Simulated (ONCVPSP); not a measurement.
# Fe (Z = 26) ONCV: all-electron and pseudo phase curves

```json
{
  "Element": "Fe",
  "Generator": "ONCVPSP 4.0.1",
  "Type": "optimised norm-conserving Vanderbilt (ONCV)",
  "Functional": "PBE",
  "Relativity": "scalar-relativistic",
  "Frozen core": "[Ne]",
  "Valence charge": "16",
  "Reference configuration": "3s2 3p6 3d6 4s1 (charge +1)",
  "Partial waves": "3s+4s: rc 1.55 bohr, ncon 4, nbas 8, qcut 9.9 1/bohr, 2 projectors; 3p: rc 1.05 bohr, ncon 5, nbas 8, qcut 14.6 1/bohr, 2 projectors, debl 2.1 Ha; 3d: rc 0.95 bohr, ncon 4, nbas 8, qcut 15.4 1/bohr, 2 projectors, debl 1.5 Ha; f scattering state at 0.44 Ha: rc 1.25 bohr, ncon 3, nbas 7, qcut 8.8 1/bohr, 3 projectors, debl 2.7 Ha",
  "Local potential": "polynomial inside 0.75 bohr (lpopt 5, dvloc0 1 Ha)",
  "Core correction": "Teter function, fcfact 3, rcfact 1.1"
}
```

In the p channel the program set the typed energies aside and used -2.520, 0.250 Ha.

The phase is arctan(r·R′/R) of the radial function R(r), unwrapped; energies in Ha, scanned from -5 to 5 Ha. A pole is an energy at which the radial function vanishes at the test radius. The pseudo phase is shifted by a multiple of π to meet the all-electron one at the reference energy, and phase errors are pseudo minus all-electron; the curves can meet again beyond the range given. Levels narrower than the energy grid can be missing from the lists of poles.

Q: For each channel, where are the poles, and over which energies does the pseudopotential scatter like the atom?

A:

```tsv
channel	radius (bohr)	reference energy (Ha)	poles, all-electron	poles, pseudo	unbroken range about the reference energy with phases within 0.05 rad	phase error 1 Ha above the reference energy (rad)
s	1.57	-0.45	-3.54	-3.54	the whole range	-0.001
p	1.07	-2.52	-0.01	-0.01	the whole range	-0.000
d	0.96	-0.59	2.66	2.66	the whole range	-0.000
f	1.27	0.44	none	none	the whole range	-0.000
```

Phases in the s channel:

```
E (Ha)  all-electron  pseudo
 -4.96         1.152   1.152
 -4.48         0.950   0.950
 -4.00        -0.613  -0.613
 -3.52        -1.584  -1.584
 -3.04        -1.749  -1.749
 -2.56        -1.839  -1.839
 -2.08        -1.919  -1.919
 -1.60        -2.013  -2.013
 -1.12        -2.144  -2.144
 -0.64        -2.355  -2.355
 -0.16        -2.727  -2.727
  0.32        -3.303  -3.303
  0.80        -3.833  -3.834
  1.28        -4.150  -4.151
  1.76        -4.329  -4.330
  2.24        -4.439  -4.441
  2.72        -4.514  -4.516
  3.20        -4.568  -4.570
  3.68        -4.610  -4.613
  4.16        -4.644  -4.648
  4.64        -4.673  -4.678
```
